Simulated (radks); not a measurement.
Values are calculated unless marked as measured or tabulated.
The holmium ion Ho34+, 33 electrons, occupied as [Ar] 3d10 4s2 4p3 (the NIST ground configuration). Code: a radial shooting solver on a logarithmic mesh with Libxc functionals. Model: scalar-relativistic Kohn-Sham, PBE, spin-polarised, spherical densities, point nucleus; open shells are filled with parallel spins first. Some entries of the table are withheld. Estimate them.

orbital,occ.,eigenvalue (eV),<r^2> (bohr^2),<r> (bohr)
1s up,1,-56890.37,0.0005880,0.02074
1s down,1,-56887.92,0.0005880,0.02074
2s up,1,-10658.39,0.009144,0.08798
2s down,1,-10657.07,0.009143,0.08798
2p up,3,-9601.949,0.007416,0.07795
2p down,3,-9599.827,0.007416,0.07795
3s up,1,-3389.589,0.05875,0.2269
3s down,1,-3387.251,0.05868,0.2268
3p up,3,(1),0.05864,0.2251
3p down,3,(2),0.05855,0.2250
3d up,5,-2665.501,0.04830,0.2033
3d down,5,-2663.004,0.04820,0.2032
4s up,1,(3),0.2392,0.4617
4s down,1,(4),0.2394,0.4617
4p up,3,(5),0.2526,0.4729
4p down,0,(6),0.2531,0.4732

Answer. 
(1) 3p up eigenvalue (eV): -3066.068
(2) 3p down eigenvalue (eV): -3063.407
(3) 4s up eigenvalue (eV): -1565.556
(4) 4s down eigenvalue (eV): -1552.570
(5) 4p up eigenvalue (eV): -1444.559
(6) 4p down eigenvalue (eV): -1431.667
